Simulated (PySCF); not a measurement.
Species: C9H19GeN.
Structure used (PBE0-D3(BJ)/def2-SVP), in Å, numbered top down from 1:
```xyz
30
C9H19GeN angstrom
C     -1.671    2.253   -0.621
C     -1.552    0.740   -0.714
C     -2.865   -0.011   -0.440
C     -2.587   -1.493   -0.175
C     -1.540   -1.632    0.940
Ge    -0.315   -0.155    0.536
N      1.162   -0.775   -0.383
C      2.138   -1.594    0.310
C      3.288   -0.643    0.703
C      3.165    0.528   -0.295
C      1.956    0.147   -1.173
H     -0.726    2.756   -0.880
H     -1.945    2.576    0.396
H     -2.445    2.639   -1.306
H     -1.195    0.457   -1.720
H     -3.350    0.429    0.453
H     -3.579    0.119   -1.272
H     -2.193   -1.950   -1.100
H     -3.518   -2.033    0.066
H     -1.048   -2.615    0.945
H     -1.995   -1.479    1.933
H      0.074    0.709    1.770
H      1.693   -2.117    1.172
H      2.518   -2.378   -0.374
H      4.268   -1.141    0.654
H      3.158   -0.288    1.736
H      2.972    1.473    0.236
H      4.077    0.675   -0.892
H      2.309   -0.363   -2.092
H      1.365    1.016   -1.503
```

Method used: TDDFT wB97X-D/def2-SVPD, vertical, gas phase, core orbitals frozen in the response (PySCF). Relativistic effects, spin–orbit coupling among them, are left out although an element past zinc is present.

Kohn–Sham orbitals with the atoms that hold most of them (Löwdin shares over 4%, at most four atoms; ? is withheld):

```csv
orbital,ε (eV),atoms
LUMO+2,2.47,"Ge6 14%, C5 8%, H22 6%, H21 6%"
LUMO+1,2.42,"Ge6 16%, C1 8%, H22 8%, H23 7%"
LUMO,2.23,"Ge6 18%, C1 8%, C10 6%, H27 5%"
HOMO,-7.89,?
HOMO-1,-9.18,?
HOMO-2,-10.02,"Ge6 20%, C5 18%, C4 10%, N7 10%"
HOMO-3,-10.77,"C9 18%, C10 17%, H26 10%, H27 10%"
```

Problem. Which atoms hold the HOMO-1, and with what shares?

Solution. C2 (bonded to 2 C, Ge and H) 28%; Ge6 (bonded to 2 C, N and H) 20%; C5 (bonded to C, Ge and 2 H) 15%; C1 (bonded to C and 3 H) 8%. By element: carbon 50% or more, germanium 20%.

Problem. Which atoms hold the HOMO, and with what shares?

Solution. N7 (bonded to 2 C and Ge) 55%; Ge6 (bonded to 2 C, N and H) 8%; C11 (bonded to C, N and 2 H) 7%; C8 (bonded to C, N and 2 H) 7%. By element: nitrogen 55%, carbon 14% or more, germanium 8%.

Problem. How does S1 compare with the orbital gap of 10.11 eV?

Solution. S1 is at 6.06 eV (f = 0.0006), 4.05 eV below the gap, made of HOMO→LUMO (38%), HOMO→LUMO+1 (29%), HOMO→LUMO+2 (15%). Without the coupling terms of the response equations the lowest excitation would equal the gap.

Next come S2 at 6.32 eV (f 0.0040), HOMO→LUMO+1 (48%), HOMO→LUMO+2 (25%); S3 at 6.53 eV (f 0.090), HOMO→LUMO+2 (27%), HOMO→LUMO+3 (22%), HOMO→LUMO+5 (21%); S4 at 6.86 eV (f 0.035), HOMO→LUMO+3 (53%), HOMO→LUMO (20%); S5 at 7.27 eV (f 0.019), HOMO→LUMO+4 (41%), HOMO→LUMO+9 (16%), HOMO→LUMO+5 (12%).

Löwdin shares depend on the basis, the more so with diffuse functions.

Hardware: INTEL XEON PLATINUM 8581C at 2.10 GHz, 2 threads, shared host with 80 logical CPUs at a one-minute load of 26. Cost: 2.7 min wall, 6.0 min CPU (with the writing of density and orbital grids), 3.2 GiB resident at most.

One conformer stands for the species.

Without π bonds the low states may be Rydberg-like; a valence basis with one diffuse set may place them up to an eV too high.
